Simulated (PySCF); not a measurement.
## Working out the ionisation energy of Te(2+)

Te(2+) [Kr] 4d10 5s2 5p2 (3P) → Te(3+) [Kr] 4d10 5s2 5p1 (2P). Computed with PySCF 2.14 in x2c-TZVPPall (8s6p4d2f, 60 functions), with scalar relativity by spin-free X2C-1e. Frozen: [Ar] 3d10. Energies in hartree (1 hartree = 27.21139 eV):

| part | Te(2+) (lower) | Te(3+) (upper) |
| --- | --- | --- |
| UHF | -6789.894794 | -6788.905195 |
| CCSD correlation | -0.471672 | -0.454625 |
| (T) | -0.007206 | -0.006501 |

What does Hartree-Fock give?

(-6788.905195) − (-6789.894794) = 0.989599 hartree = 26.928 eV.

What do CCSD and CCSD(T) give?

The CCSD correlation energies differ by 0.017047 hartree = 0.464 eV and the triples by 0.000705 hartree = 0.019 eV, so CCSD gives 27.392 eV and CCSD(T) 27.411 eV.

Reference: 27.84 ± 0.04 eV (measured; NIST Atomic Spectra Database, ionization energies), between the lowest levels; spin-orbit coupling is absent from the calculation.

What remains against the reference includes basis incompleteness, the frozen core and higher excitations.
